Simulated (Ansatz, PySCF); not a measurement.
Gas-phase reaction (SMILES): F[Si](F)(Cl)Cl [dichloro(difluoro)silane] + Cl (HCl) -> F[Si](Cl)(Cl)Cl [trichloro(fluoro)silane] + F (HF); hydrogen chloride cleaves one Si-F bond, a model of a ligand-exchange step.

Structures are relaxed separately at B3LYP-D3(BJ)/def2-TZVP in Ansatz (a program for electronic structure). Valence correlation only, unless marked. Spin-orbit coupling is left out. No relativistic terms. Basis-set limits of correlation are two-point, X^-3; Hartree-Fock from the larger set (for Q and 5 zeta extrapolated as (X+1)exp(-9√X)). Thermal terms are rigid-rotor harmonic-oscillator values from B3LYP-D3(BJ) frequencies (Ansatz or PySCF) at 298.15 K and 1 atm. 1 Eh = 627.5095 kcal/mol.

| species | E, CCSD(T)/CBS(cc-pV(Q+d)Z,cc-pV(5+d)Z) (Ansatz) (Eh) | E, r2SCAN-D4/def2-TZVPD (Ansatz + dftd4) (Eh) | H - E (Eh) |
|---|---|---|---|
| F[Si](F)(Cl)Cl | -1408.46213 | -1409.79717 | 0.01647 |
| Cl (HCl) | -460.37772 | -460.78611 | 0.01000 |
| F[Si](Cl)(Cl)Cl | -1768.42500 | -1770.11597 | 0.01555 |
| F (HF) | -100.39528 | -100.44728 | 0.01259 |

Task: Work out ΔE and ΔH at 298.15 K at the first level, then ΔH at the second.

Result: 
1. ΔE = [(-1768.42500) + (-100.39528)] - [(-1408.46213) + (-460.37772)] = 0.01957 Eh = 12.3 kcal/mol at CCSD(T)/CBS(cc-pV(Q+d)Z,cc-pV(5+d)Z).
2. The terms H - E add up to 0.00167 Eh, so ΔH = (0.01957 + (0.00167))×627.5095 = 13.3 kcal/mol.
3. At r2SCAN-D4/def2-TZVPD the same steps give ΔE = 12.6 and ΔH = 13.6 kcal/mol, a shift of +0.3 from the first level.
4. These values are not checked against measurement here, since the tables used lack a sound gas-phase enthalpy of formation for at least one species.
